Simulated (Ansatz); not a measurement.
Molecule: difluoro(trifluoromethyl)borane, CBF₅ (charge 0, singlet). 
Geometry from a B3LYP-D3(BJ)/def2-TZVP (Ansatz, a program for electronic structure) optimisation:
```xyz
7

F      1.4935     1.2882     0.0821
B      0.9760     0.0872     0.0174
F      1.7525    -0.9653    -0.0240
C     -0.6312    -0.0743    -0.0114
F     -1.1860     0.4743     1.0930
F     -1.0272    -1.3575    -0.0685
F     -1.1543     0.5613    -1.0845
```
Charge 0, spin multiplicity 1.

Wanted: vertical triplet-singlet gap (E(triplet) - E(singlet); each state is the SCF solution reached for its spin), in kcal/mol. Valence correlation only, unless marked. UHF or UKS for open shells. No spin-orbit coupling. No relativistic terms. Basis-set limits of correlation are two-point, X^-3; Hartree-Fock from the larger set. The bracket is a focal-point correction in the basis named.

```tsv
level	program	vertical triplet-singlet gap (kcal/mol)
HF/aug-cc-pVDZ	Ansatz	184.6
HF/aug-cc-pVTZ	Ansatz	183.4
B3LYP/def2-TZVPD	Ansatz	160.7
CAM-B3LYP/def2-TZVPD	Ansatz	166.2
RI-MP2/aug-cc-pVTZ	Ansatz	180.3
SCS-MP2/aug-cc-pVDZ	Ansatz	184.3
SCS-MP2/aug-cc-pVTZ	Ansatz	185.7
```

### Question
Estimate the value at RI-MP2/CBS(aug-cc-pVTZ,aug-cc-pVQZ)+[CCSD(T)-MP2]/aug-cc-pVTZ as computed with Ansatz.

### Answer
178.5 kcal/mol, so SCS-MP2/aug-cc-pVTZ differs from it by 7.2 kcal/mol.
